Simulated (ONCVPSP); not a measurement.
Transferability test, ONCV potential for P

* Element: P
* Generator: ONCVPSP 4.0.1
* Type: optimised norm-conserving Vanderbilt (ONCV)
* Functional: LDA (Perdew-Wang 92)
* Relativity: scalar-relativistic
* Frozen core: [He]
* Valence charge: 13
* Reference configuration: 2s2 2p6 3s2 3p2 (charge +1)
* Partial waves: 2s+3s: rc 0.75 bohr, ncon 3, nbas 7, qcut 13.1 1/bohr, 3 projectors, debl 0.4 Ha; 2p+3p: rc 0.75 bohr, ncon 3, nbas 6, qcut 15.8 1/bohr, 2 projectors
* Local potential: polynomial inside 0.55 bohr (lpopt 5, dvloc0 3 Ha)
* Core correction: Teter function, fcfact 4.5, rcfact 1.3

In the s channel the program set the typed energies aside and used -6.753, -0.857, 0.250 Ha.

Energies are relative to the spin-unpolarised reference configuration 2s2 2p6 3s2 3p2; without spin polarisation the order of configurations can differ from experiment.

(1) Give the all-electron excitation energy and the error of the potential for: 2s2 2p6 3s2 3p3; 2s2 2p6 3s2 3p1; 2s2 2p6 3s2 3p0; 2s2 2p6 3s0 3p5.

Answers

(1)

| valence configuration | charge | ΔE all-electron (eV) | error AE − PS (meV) |
| --- | --- | --- | --- |
| 2s2 2p6 3s2 3p3 | 0 | -9.815 | +0.2 |
| 2s2 2p6 3s2 3p1 | +2 | 19.244 | +1.0 |
| 2s2 2p6 3s2 3p0 | +3 | 49.133 | +6.1 |
| 2s2 2p6 3s0 3p5 | 0 | 7.324 | +3.1 |
